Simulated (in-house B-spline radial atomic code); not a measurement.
A run on an ion of nuclear charge 66 with 66.7 electrons that did not converge. Method: scalar-relativistic (X2C) wB97X, spin-polarised, spherical fractional occupations, Fermi nucleus of rms radius 5.2218 fm; computed with an all-electron radial atomic-structure program (B-spline basis).

Command:
```bash
python run_scf.py task.json out
```
Settings (nuclear radius in fm, mass in u):
```
Z                66
configuration    [Xe] 4f10.7 6s2
hamiltonian      x2c
method           wb97x
spin_polarised   True
nucleus          fermi
rms_radius       5.2218
atomic_mass      163.92918
speed_of_light   137.035999084
```

First and last ten iterations of the last attempt (damped for 15 steps, keeping 80 % of the old Fock matrix, then DIIS):
```
 iter        energy (Eh)    residual
    1      -12103.158308    7.83e-01
    2      -12104.936765    1.42e+00
    3      -12130.282167    9.10e-01
    4      -12144.073751    5.62e-01
    5      -12151.075303    3.56e-01
    6      -12154.360074    2.36e-01
    7      -12155.790570    1.56e-01
    8      -12156.392320    9.86e-02
    9      -12156.659935    6.80e-02
   10      -12156.797411    5.54e-02
  111      -12038.203874    7.13e-01
  112      -12038.240330    7.14e-01
  113      -12153.535800    2.90e-01
  114      -12155.160948    1.76e-01
  115      -12156.351958    9.50e-02
  116      -12156.729130    6.14e-02
  117      -12152.275497    2.12e-01
  118      -12152.389050    2.09e-01
  119      -12152.638682    2.00e-01
  120      -12152.394208    2.09e-01
 not converged after 120 iterations
```

The smallest residual met was 4.1e-02; the threshold is about 7e-07. No energy from this run should be used. Cost of the run: 38 s on 1 thread of Arm Neoverse V1, with other jobs on the host.
